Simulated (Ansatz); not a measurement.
Cr2F6. The state is a singlet with charge 0. Geometry B3LYP-D4/def2-SVP; atoms count from 1.

```tsv
atom	x (Å)	y (Å)	z (Å)
Cr1	-0.410	0.081	0.826
Cr2	0.410	-0.081	-0.826
F3	-0.911	1.708	0.794
F4	-1.644	-1.086	0.705
F5	-0.866	0.321	-1.878
F6	1.663	1.064	-0.693
F7	0.883	-1.717	-0.808
F8	0.875	-0.290	1.879
```

The restricted singlet is unstable towards broken spin symmetry in Hartree–Fock (as tested in another run); at PBE0-D4/def2-TZVP this wasn't settled. The structure comes from a short search, and lower isomers may exist.

Estimate the Mulliken populations from the PBE0/def2-TZVP orbitals of Ansatz.


```json
{"atom": "Cr1", "charge (e)": "1.18", "d electrons": "4.36"}
{"atom": "Cr2", "charge (e)": "1.18", "d electrons": "4.36"}
{"atom": "F3", "charge (e)": "-0.39", "d electrons": "–"}
{"atom": "F4", "charge (e)": "-0.39", "d electrons": "–"}
{"atom": "F5", "charge (e)": "-0.39", "d electrons": "–"}
{"atom": "F6", "charge (e)": "-0.39", "d electrons": "–"}
{"atom": "F7", "charge (e)": "-0.39", "d electrons": "–"}
{"atom": "F8", "charge (e)": "-0.39", "d electrons": "–"}
```
Mulliken values depend strongly on the basis.

And the Mayer bond orders between heavy atoms (over 0.3)?

Cr1–Cr2 2.58 (1.85 Å); Cr1–F3 0.90 (1.70 Å); Cr1–F4 0.90 (1.70 Å); Cr1–F8 0.90 (1.70 Å); Cr2–F5 0.90 (1.70 Å); Cr2–F6 0.90 (1.70 Å); Cr2–F7 0.90 (1.70 Å).
